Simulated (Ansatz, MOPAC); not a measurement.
Diatomic SiSe+, multiplicity 2 (lowest of 2S+1 = 2, 4 at CCSD(T)/def2-TZVPP on PBE0 minima; our sources give no spin for the ground state, which may be another). No spin–orbit coupling. Se is treated without relativity.

The constants come from a fifth-degree fit in 1/R (seven points, main isotopes). Runs in def2 and cc sets follow the lowest solution found near the PBE0 minimum.

Correlated levels freeze the inner cores; with def2 sets outer-core shells near the valence are correlated too. CBS(a, b) extrapolates the correlation energy as X⁻³ and adds the Hartree–Fock energy of set b. The state reached by PM6 isn't checked.

The values were computed with Ansatz (Gaussian orbitals); MOPAC for PM6 (differences of heats of formation). 

| level | r_e (Å) | ω_e (cm⁻¹) | ω_e x_e (cm⁻¹) |
|---|---|---|---|
| PM6 | 2.254 | 393 | 0.79 |
| PBE0/def2-TZVPP | 2.205 | 472 | 1.4 |
| CAM-B3LYP/def2-TZVPP | 2.194 | 480 | 1.3 |
| wB97X-V/def2-TZVPP | 2.187 | 493 | 1.3 |
| wB97M-V/def2-TZVPP | 2.193 | 486 | 1.3 |
| CCSD/def2-QZVPP | 2.192 | ___ | 1.4 |
| CCSD(T)/def2-TZVPP | 2.210 | 468 | 1.5 |
| CCSD(T)/CBS(def2-TZVPP, def2-QZVPP) | ___ | ___ | 1.5 |

Problem. Fill in the missing entries.

Solution. 
- CCSD(T)/CBS(def2-TZVPP, def2-QZVPP), r_e (Å): 2.197
- CCSD(T)/CBS(def2-TZVPP, def2-QZVPP), ω_e (cm⁻¹): 475
- CCSD/def2-QZVPP, ω_e (cm⁻¹): 484

Ansatz is a first-principles code.
